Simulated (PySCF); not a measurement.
Geometry:
| atom | x (Å) | y (Å) | z (Å) |
| --- | --- | --- | --- |
| C1 | 3.904 | 0.490 | 1.014 |
| C2 | 2.575 | 0.150 | 0.561 |
| C3 | 1.472 | -0.153 | 0.176 |
| Si4 | -0.243 | -0.530 | -0.376 |
| N5 | -1.520 | 0.546 | 0.039 |
| C6 | -2.021 | 0.579 | 1.391 |
| C7 | -1.623 | 1.828 | -0.615 |
| C8 | -0.464 | -1.538 | -1.945 |
| C9 | -0.720 | -2.326 | -0.644 |
| H10 | 4.150 | -0.077 | 1.911 |
| H11 | 3.959 | 1.555 | 1.241 |
| H12 | 4.633 | 0.257 | 0.238 |
| H13 | -1.977 | -0.418 | 1.820 |
| H14 | -3.060 | 0.919 | 1.388 |
| H15 | -1.441 | 1.259 | 2.028 |
| H16 | -2.665 | 2.159 | -0.608 |
| H17 | -1.290 | 1.740 | -1.645 |
| H18 | -1.018 | 2.595 | -0.115 |
| H19 | -1.324 | -1.398 | -2.584 |
| H20 | 0.405 | -1.845 | -2.508 |
| H21 | -1.736 | -2.664 | -0.495 |
| H22 | -0.007 | -3.108 | -0.427 |

PySCF 2.14.0 with density-fitted response routines calculation with shielding tensors at PBE0/pcSseg-1 (GIAO) and coordinates at the GFN2-xTB level; in vacuum, non-relativistic Hamiltonian, a single conformation, fast rotation and ring inversion assumed for equivalent nuclei.

**Question.** Predict the 2D correlation tables (HSQC, COSY, HMBC).

**Answer.** 

HSQC (one-bond C–H):
```
                            δH            δC
2.73 (H13/H14/H15/H16/H17/H18)  44.1 (C6/C7)
            2.05 (H10/H11/H12)      6.0 (C1)
                0.86 (H19/H21)   5.1 (C8/C9)
                0.56 (H20/H22)   5.1 (C8/C9)
```

COSY cross peaks (H two or three bonds apart, from the bond graph; peaks can be absent where the dihedral angle is near 90°):
```
            δH              δH
0.86 (H19/H21)  0.56 (H20/H22)
```

HMBC (two and three bonds, from the bond graph):
```
                            δH                      δC
2.73 (H13/H14/H15/H16/H17/H18)            44.1 (C6/C7)
            2.05 (H10/H11/H12)   113.3 (C2), 81.5 (C3)
                0.86 (H19/H21)  81.5 (C3), 5.1 (C8/C9)
                0.56 (H20/H22)  81.5 (C3), 5.1 (C8/C9)
```

References, each an isolated molecule treated in the same way: TMS for ¹H, ¹³C.

Shifts are as computed. Against solution values, carbons near 30 ppm lie about +3 ppm off and those near 130 ppm about +5 ppm. Of 1309 compounds with measured shifts, 239 miss one by over three times the rms of a fit or turn the order of signals round; such compounds aren't used in these exercises.
